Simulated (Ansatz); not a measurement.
Basis-set extrapolation for `C[SiH2]OB(O)O` (PBE0-D4/def2-TZVP geometry, frozen core, Ansatz). Multiplicity 1, RHF reference.

```json
{"": "HF", "def2-TZVPP": "-580.528405", "def2-QZVPP": "-580.551877"}
{"": "MP2 correlation", "def2-TZVPP": "-1.105087", "def2-QZVPP": "-1.190783"}
{"": "CCSD(T) correlation", "def2-TZVPP": "-1.183736", "def2-QZVPP": "not run"}
```

Energies in hartree. Use E(X) = E(∞) + A·exp(−7.88·√X) for Hartree–Fock and E(X) = E(∞) + B·X^(−2.97) for correlation, with X = 3 and 4, and add CCSD(T) minus MP2 of the smaller set to the MP2 limit.

**Question.** What is the CCSD(T) energy at the basis-set limit?

**Answer.** HF limit: -580.551877 + (-0.023472) × 0.13774 = -580.55511. MP2 limit: -1.190783 + (-0.085696) × 0.74074 = -1.25426. Higher-order term: -1.183736 − (-1.105087) = -0.07865. Total: -581.88802 hartree, 4.79 eV below CCSD(T)/def2-TZVPP.
